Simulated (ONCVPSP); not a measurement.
## Transferability test, ONCV potential for cerium (Ce)

```
Element                 : cerium
Generator               : ONCVPSP 4.0.1
Type                    : optimised norm-conserving Vanderbilt (ONCV)
Functional              : PBEsol
Relativity              : scalar-relativistic
Frozen core             : [Kr] 4d10
Valence charge          : 12
Reference configuration : 4f1 5s2 5p6 5d1 6s1 6p1
Partial waves           : 5s+6s: rc 2.95 bohr, ncon 3, nbas 7, qcut 3.4 1/bohr, 2 projectors; 5p+6p: rc 2.90 bohr, ncon 4, nbas 8, qcut 3.9 1/bohr, 2 projectors; 5d: rc 3.05 bohr, ncon 4, nbas 8, qcut 5.5 1/bohr, 2 projectors, debl 3.1 Ha; 4f: rc 1.85 bohr, ncon 3, nbas 8, qcut 9.2 1/bohr, 1 projector
Local potential         : polynomial inside 1.75 bohr (lpopt 5, dvloc0 6 Ha)
Core correction         : polynomial model core, fcfact 0.45
```

Energies are relative to the spin-unpolarised reference configuration 4f1 5s2 5p6 5d1 6s1 6p1; without spin polarisation the order of configurations can differ from experiment.

(1) Give the all-electron excitation energy and the error of the potential for: 4f1 5s2 5p6 5d1 6s2 6p0; 4f1 5s2 5p6 5d1 6s1 6p0; 4f1 5s2 5p6 5d1 6s0 6p0; 4f1 5s2 5p6 5d1 6s1.5 6p0.

Answers

(1)

| valence configuration | charge | ΔE all-electron (eV) | error AE − PS (meV) |
| --- | --- | --- | --- |
| 4f1 5s2 5p6 5d1 6s2 6p0 | 0 | -2.481 | -1.3 |
| 4f1 5s2 5p6 5d1 6s1 6p0 | +1 | 3.623 | -1.0 |
| 4f1 5s2 5p6 5d1 6s0 6p0 | +2 | 14.661 | -6.5 |
| 4f1 5s2 5p6 5d1 6s1.5 6p0 | +0.5 | -0.023 | -0.9 |
